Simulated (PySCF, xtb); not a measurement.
H5PSi, SMILES [SiH3]P.

Harmonic wavenumbers (cm⁻¹) from GFN2-xTB in xtb at its own minimum, in rising order: 121, 456, 466, 494, 690, 708, 755, 769, 790, 1146, 2242, 2265, 2275, 2308, 2391.

What does B3LYP-D3(BJ)/def2-TZVP (PySCF) give at its own minimum? (Estimate from the structure and the level; the computed values follow.)

172, 441, 466, 484, 732, 786, 912, 950, 960, 1101, 2219, 2229, 2232, 2381, 2388. Paired by order, the mean absolute difference is 62 cm⁻¹ and the zero-point energies are 25.6 and 26.4 kcal/mol.
